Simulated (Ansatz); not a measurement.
**Molecular dynamics of AlBFH4NOSi**

input.yaml

```yaml
crystal:
  periodic: [false, false, false]
  atoms:
    - { symbol: B, position_ang: [-0.690651, -1.478551, -0.578678] }
    - { symbol: "N", position_ang: [-0.059442, -0.24315, -0.301041] }
    - { symbol: Si, position_ang: [1.350159, 0.326789, 1.12818] }
    - { symbol: O, position_ang: [0.863283, 1.876132, 0.730769] }
    - { symbol: Al, position_ang: [-0.317753, 1.532132, -0.451902] }
    - { symbol: F, position_ang: [-1.23105, 2.527081, -1.370925] }
    - { symbol: H, position_ang: [-0.167342, -2.511312, -0.239869] }
    - { symbol: H, position_ang: [-1.743877, -1.519053, -1.163426] }
    - { symbol: H, position_ang: [0.753822, -0.041687, 2.434822] }
    - { symbol: H, position_ang: [1.325853, -0.519582, -0.18493] }
basis:
  gaussian: { orbitals: def2-SVP }
hamiltonian:
  xc: hf
md:
  timestep: 0.5
  n_steps: 200
  ensemble: nve
  temperature: 100.0
  initial_velocities: maxwell_boltzmann
  seed: 3610
```

Launched with:

```bash
$ ansatz run input.yaml --threads 2 --pin off --max-ram 3072MiB --backend cpu --events-out ev --progress --plain --runs-dir out
```

It starts at the highest image of a converged band. Of that band: Neighbouring images differ by up to 2.3 eV, so the band resolves the path poorly. A vibrational analysis at the climbing image gives one clearly imaginary mode, 1893i cm⁻¹: a first-order saddle point.

Output, in part (one step line in 7, the closing report, with atoms numbered from 0):

```
md step     0: t =     0.00 fs  T =   100.0 K  F+E_penalty+E_count = -21397.26013955 eV  E_kin = 0.103408 eV  conserved = -21397.15673155 eV  (40 SCF iters)
md step     7: t =     3.50 fs  T =    64.4 K  F+E_penalty+E_count = -21397.22314821 eV  E_kin = 0.066556 eV  conserved = -21397.15659229 eV  (30 SCF iters)
md step    14: t =     7.00 fs  T =    26.0 K  F+E_penalty+E_count = -21397.18339325 eV  E_kin = 0.026840 eV  conserved = -21397.15655357 eV  (31 SCF iters)
md step    21: t =    10.50 fs  T =    41.6 K  F+E_penalty+E_count = -21397.19944784 eV  E_kin = 0.043049 eV  conserved = -21397.15639899 eV  (30 SCF iters)
md step    28: t =    14.00 fs  T =   246.3 K  F+E_penalty+E_count = -21397.41036704 eV  E_kin = 0.254745 eV  conserved = -21397.15562175 eV  (39 SCF iters)
md step    35: t =    17.50 fs  T =  1259.0 K  F+E_penalty+E_count = -21398.45770906 eV  E_kin = 1.301876 eV  conserved = -21397.15583316 eV  (36 SCF iters)
md step    42: t =    21.00 fs  T =  2847.4 K  F+E_penalty+E_count = -21400.10564180 eV  E_kin = 2.944394 eV  conserved = -21397.16124779 eV  (36 SCF iters)
md step    49: t =    24.50 fs  T =  2737.1 K  F+E_penalty+E_count = -21399.98950204 eV  E_kin = 2.830351 eV  conserved = -21397.15915139 eV  (40 SCF iters)
md step    56: t =    28.00 fs  T =  1843.1 K  F+E_penalty+E_count = -21399.06309410 eV  E_kin = 1.905947 eV  conserved = -21397.15714754 eV  (36 SCF iters)
md step    63: t =    31.50 fs  T =  1508.4 K  F+E_penalty+E_count = -21398.71650315 eV  E_kin = 1.559849 eV  conserved = -21397.15665373 eV  (36 SCF iters)
md step    70: t =    35.00 fs  T =  1891.7 K  F+E_penalty+E_count = -21399.11758829 eV  E_kin = 1.956128 eV  conserved = -21397.16146052 eV  (34 SCF iters)
md step    77: t =    38.50 fs  T =  1473.4 K  F+E_penalty+E_count = -21398.67882591 eV  E_kin = 1.523607 eV  conserved = -21397.15521891 eV  (36 SCF iters)
md step    84: t =    42.00 fs  T =  1689.3 K  F+E_penalty+E_count = -21398.90661682 eV  E_kin = 1.746873 eV  conserved = -21397.15974416 eV  (36 SCF iters)
md step    91: t =    45.50 fs  T =  1241.3 K  F+E_penalty+E_count = -21398.44015583 eV  E_kin = 1.283567 eV  conserved = -21397.15658918 eV  (36 SCF iters)
md step    98: t =    49.00 fs  T =  2090.0 K  F+E_penalty+E_count = -21399.31817746 eV  E_kin = 2.161218 eV  conserved = -21397.15695963 eV  (35 SCF iters)
md step   105: t =    52.50 fs  T =  3222.4 K  F+E_penalty+E_count = -21400.49615186 eV  E_kin = 3.332212 eV  conserved = -21397.16394023 eV  (35 SCF iters)
md step   112: t =    56.00 fs  T =  2287.0 K  F+E_penalty+E_count = -21399.52169224 eV  E_kin = 2.364927 eV  conserved = -21397.15676506 eV  (35 SCF iters)
md step   119: t =    59.50 fs  T =  1923.8 K  F+E_penalty+E_count = -21399.14700250 eV  E_kin = 1.989320 eV  conserved = -21397.15768239 eV  (36 SCF iters)
md step   126: t =    63.00 fs  T =  1573.1 K  F+E_penalty+E_count = -21398.78531961 eV  E_kin = 1.626713 eV  conserved = -21397.15860652 eV  (36 SCF iters)
md step   133: t =    66.50 fs  T =  1077.3 K  F+E_penalty+E_count = -21398.27255442 eV  E_kin = 1.113998 eV  conserved = -21397.15855689 eV  (36 SCF iters)
md step   140: t =    70.00 fs  T =   664.2 K  F+E_penalty+E_count = -21397.84189900 eV  E_kin = 0.686876 eV  conserved = -21397.15502281 eV  (38 SCF iters)
md step   147: t =    73.50 fs  T =  1304.4 K  F+E_penalty+E_count = -21398.50659739 eV  E_kin = 1.348891 eV  conserved = -21397.15770688 eV  (36 SCF iters)
md step   154: t =    77.00 fs  T =  2192.9 K  F+E_penalty+E_count = -21399.42513128 eV  E_kin = 2.267658 eV  conserved = -21397.15747368 eV  (36 SCF iters)
md step   161: t =    80.50 fs  T =  3166.4 K  F+E_penalty+E_count = -21400.43494180 eV  E_kin = 3.274292 eV  conserved = -21397.16065028 eV  (36 SCF iters)
md step   168: t =    84.00 fs  T =  2554.8 K  F+E_penalty+E_count = -21399.79930542 eV  E_kin = 2.641904 eV  conserved = -21397.15740139 eV  (36 SCF iters)
md step   175: t =    87.50 fs  T =  1658.4 K  F+E_penalty+E_count = -21398.87294145 eV  E_kin = 1.714887 eV  conserved = -21397.15805411 eV  (36 SCF iters)
md step   182: t =    91.00 fs  T =  1114.9 K  F+E_penalty+E_count = -21398.30929490 eV  E_kin = 1.152926 eV  conserved = -21397.15636845 eV  (36 SCF iters)
md step   189: t =    94.50 fs  T =  1800.7 K  F+E_penalty+E_count = -21399.02027705 eV  E_kin = 1.862076 eV  conserved = -21397.15820093 eV  (36 SCF iters)
md step   196: t =    98.00 fs  T =  2241.1 K  F+E_penalty+E_count = -21399.47690172 eV  E_kin = 2.317474 eV  conserved = -21397.15942775 eV  (36 SCF iters)
md step   200: t =   100.00 fs  T =  1975.7 K  F+E_penalty+E_count = -21399.20152042 eV  E_kin = 2.042988 eV  conserved = -21397.15853254 eV  (39 SCF iters)
Total energy: -21399.20152042 eV, -786.4061509757 hartree
Atom 0 at    -0.501475    -1.414947    -0.554834 Å, force    -0.077488    -1.631369    -1.458370 eV/Å
Atom 1 at    -0.089176    -0.251980     0.027033 Å, force    -2.441958     2.464439    -2.167799 eV/Å
Atom 2 at     1.117842     0.217497     0.994218 Å, force     3.999074     1.695298     6.047681 eV/Å
Atom 3 at     1.064768     1.926826     0.636463 Å, force    -3.332240    -2.466248    -1.117148 eV/Å
Atom 4 at    -0.312089     1.548758    -0.491072 Å, force     1.664439     0.629383     1.800113 eV/Å
Atom 5 at    -1.273807     2.572106    -1.336211 Å, force     0.140030    -0.520116     0.021504 eV/Å
Atom 6 at     0.023296    -2.447396    -0.267965 Å, force    -0.218777    -0.389831     0.187773 eV/Å
Atom 7 at    -1.227757    -1.333248    -1.503857 Å, force    -0.463371    -0.337587    -0.001506 eV/Å
Atom 8 at     1.179791    -0.534613     2.537417 Å, force    -1.131811     1.549172    -2.078909 eV/Å
Atom 9 at     2.506638     0.111044     0.889918 Å, force     1.862103    -0.993140    -1.233338 eV/Å
Dipole moment:    -0.330328    -0.166249    -0.357404 e Å
```

All steps were run. The conserved energy stayed within 0.75 meV per atom of its start (net change -0.18 meV per atom), so the integration is sound. The kinetic energy rose, since the run started high on the potential surface and went downhill. A run of 0.1 ps of so small a system gives no equilibrium averages. The orbitals stay closed-shell, which can raise the energy where a bond breaks towards radicals; this wasn't checked here.

Between its relaxed ends the band would form N2–H10 and break N2–Si3, Si3–Al5, Si3–H10. These pairs go: N2–H10 1.42 → 2.76 Å, N2–Si3 2.09 → 1.62 Å, Si3–Al5 2.59 → 2.45 Å, Si3–H10 1.56 → 1.40 Å. In the last frame they stand as before the step (other bonds may differ from the relaxed reactants and products). It ends as one piece, AlBFH4NOSi. Pairs count as bonded within 1.25 times the sum of covalent radii (0.12 Å more for H–H).

Last frame:

```xyz
10
Properties=species:S:1:pos:R:3
B -0.501 -1.415 -0.555
N -0.089 -0.252 0.027
Si 1.118 0.217 0.994
O 1.065 1.927 0.636
Al -0.312 1.549 -0.491
F -1.274 2.572 -1.336
H 0.023 -2.447 -0.268
H -1.228 -1.333 -1.504
H 1.180 -0.535 2.537
H 2.507 0.111 0.890
```

Run time: 2.5 min on 2 threads of AMD EPYC 9R45 96-Core Processor (Zen 5) (shared host), peak memory 0.27 GiB.
